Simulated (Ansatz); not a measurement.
Start from `CCOC(=O)OC` and change one atom or group to get `COC=O`.

Ansatz, PBE0-D4/def2-TZVP geometries, multiplicity 1. Each molecule was computed in one conformer, which needn't be the lowest.

```json
{"property": "HOMO energy (B3LYP/def2-TZVPP) / eV", "`CCOC(=O)OC`": "-8.10"}
{"property": "HOMO energy (ωB97M-V/def2-TZVPP) / eV", "`CCOC(=O)OC`": "-10.85"}
{"property": "size of the dipole moment (PBE/def2-TZVPP) / D", "`CCOC(=O)OC`": "0.48"}
{"property": "HOMO–LUMO gap (B3LYP/def2-TZVPP) / eV", "`CCOC(=O)OC`": "8.96"}
{"property": "LUMO energy (B3LYP/def2-TZVPP) / eV", "`CCOC(=O)OC`": "0.87"}
{"property": "HOMO–LUMO gap (ωB97M-V/def2-TZVPP) / eV", "`CCOC(=O)OC`": "13.63"}
```

Problem. What does the change do to each property? (Estimate.)

Solution. The calculation gave: 
```tsv
property	`COC=O`	shift
HOMO energy (B3LYP/def2-TZVPP) / eV	-8.10	0.00
HOMO energy (ωB97M-V/def2-TZVPP) / eV	-10.80	0.05
size of the dipole moment (PBE/def2-TZVPP) / D	1.89	1.41
HOMO–LUMO gap (B3LYP/def2-TZVPP) / eV	7.85	-1.11
LUMO energy (B3LYP/def2-TZVPP) / eV	-0.25	-1.12
HOMO–LUMO gap (ωB97M-V/def2-TZVPP) / eV	13.19	-0.44
```

Dipoles are sizes alone; their direction can turn.

B3LYP here is the variant with VWN-RPA as its local correlation; programs differ in this.
